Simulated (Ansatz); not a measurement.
Reaction (β-hydride elimination): `CC[Si]CC` → `CC[SiH]` + `C=C`

Isolated molecules relaxed with PBE0-D4/def2-TZVP in Ansatz; ΔE leaves out vibrations. CCSD(T)/CBS adds triple-zeta CCSD(T) − MP2 to the extrapolated MP2 energy (def2 sets, frozen cores). This one scheme is used for every species. Functionals use def2-TZVPP. One conformer a species, not always the lowest.

(1) Is it downhill or uphill in electronic energy at CCSD(T)/CBS, and by how much? (Best estimate.)

(2) What do these levels give: LDA (SPW92), PBE-D4, B97M-V, ωB97M-V, PBE-QIDH, r2SCANh, BHLYP, RPA@PBE/def2-TZVPP, CCSD/def2-SVP, HF/def2-TZVPP, MP2/def2-QZVPP, SCS-MP2/def2-QZVPP? (Estimate.)

Largest T1 diagnostic among the species: 0.012.

Results:

(1) Ansatz gave: Uphill: ΔE = +32.9 kcal/mol.

(2) Computed: LDA (SPW92) 43.6, PBE-D4 35.4, B97M-V 32.6, ωB97M-V 33.8, PBE-QIDH 37.1, r2SCANh 35.1, BHLYP 29.2, RPA@PBE/def2-TZVPP 29.8, CCSD/def2-SVP 30.5, HF/def2-TZVPP 22.9, MP2/def2-QZVPP 36.2, SCS-MP2/def2-QZVPP 32.3 kcal/mol.

The D4 term adds +4.7 kcal/mol with B3LYP and +2.6 kcal/mol with PBE0; it sums over pairs of atoms, weighted by their polarisabilities, and B3LYP, whose exchange is more repulsive, gets the larger term. At CCSD(T), def2-SVP lies −2.1 kcal/mol from the extrapolated value and def2-TZVPP −0.7 kcal/mol.

B3LYP here is the variant with VWN-RPA as its local correlation; programs differ in this.
